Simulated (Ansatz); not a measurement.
Input (CCSDT(Q)/def2-TZVPPD; Ansatz, a first-principles code): A basis named .json is the Basis Set Exchange file of that set.

Ansatz 0.2 input:
```yaml
crystal:
  periodic: [false, false, false]
  atoms:
    - {symbol: C, position_ang: [0.00000000, 0.00000000, 0.00000000]}
basis:
  gaussian:
    orbitals: def2-TZVPPD.json
magnetization: {spin_polarized: true, initial_magnetization: 2}
correlation: {method: ccsdt_q, electrons: outside_noble_gas}
scf: {lower_state_search: full}
```

Output:

```
Functional definition: HF
integrals: 0.02 GiB planned
345 factors; integrals over basis functions are off by at most 2.3e-8 eV
mean field: 0.06 GiB planned
mean field evaluation 1: about -1025.3114 eV, gradient 6.5e0 eV
mean field evaluation 2: about -1025.3115 eV, gradient 6.5e0 eV
mean field evaluation 4: about -1025.6647 eV, gradient 3.2e-1 eV
mean field evaluation 8: about -1025.6660 eV, gradient 2.7e-4 eV
mean field evaluation 16: about -1025.6660 eV, gradient 3.1e-2 eV
mean field evaluation 32: about -1025.6664 eV, gradient 4.7e-3 eV
mean field evaluation 64: about -1017.0506 eV, gradient 1.1e-1 eV
mean field evaluation 96: about -1025.6661 eV, gradient 9.7e-2 eV
mean field -1025.66600780 eV, -37.6925305651 hartree, gradient 2.7e-6 eV, S^2 2.010394; 7 other end points of the search recorded, 0 dependent functions left out
1 core orbitals not correlated
reference -1025.66600780 eV, -37.6925305651 hartree; 3, 1 occupied and 33, 35 virtual orbitals, 345 factors
second order -1.80393779 eV of doubles, -0.00000000 eV of singles
coupled cluster: 0.13 GiB planned
cycle   1  -2.17080163 eV  change   -3.7e-1 eV  update   4.9e-2
cycle   2  -2.42173058 eV  change   -2.5e-1 eV  update   2.4e-2
cycle   3  -2.42793718 eV  change   -6.2e-3 eV  update   5.3e-3
cycle   4  -2.43107971 eV  change   -3.1e-3 eV  update   1.3e-3
cycle   5  -2.43048473 eV  change    5.9e-4 eV  update   4.7e-4
cycle   6  -2.43038982 eV  change    9.5e-5 eV  update   1.4e-4
cycle   7  -2.43056212 eV  change   -1.7e-4 eV  update   5.0e-5
cycle   8  -2.43051985 eV  change    4.2e-5 eV  update   1.6e-5
cycle   9  -2.43051506 eV  change    4.8e-6 eV  update   6.2e-6
cycle  10  -2.43052036 eV  change   -5.3e-6 eV  update   1.9e-6
cycle  11  -2.43051983 eV  change    5.3e-7 eV  update   5.0e-7
cycle  12  -2.43051939 eV  change    4.4e-7 eV  update   1.9e-7
cycle  13  -2.43051935 eV  change    3.5e-8 eV  update   6.0e-8
perturbative correction -0.00096155 eV, -0.0000353364 hartree
Total energy: -1028.09748870 eV, -37.7818858402 hartree
```
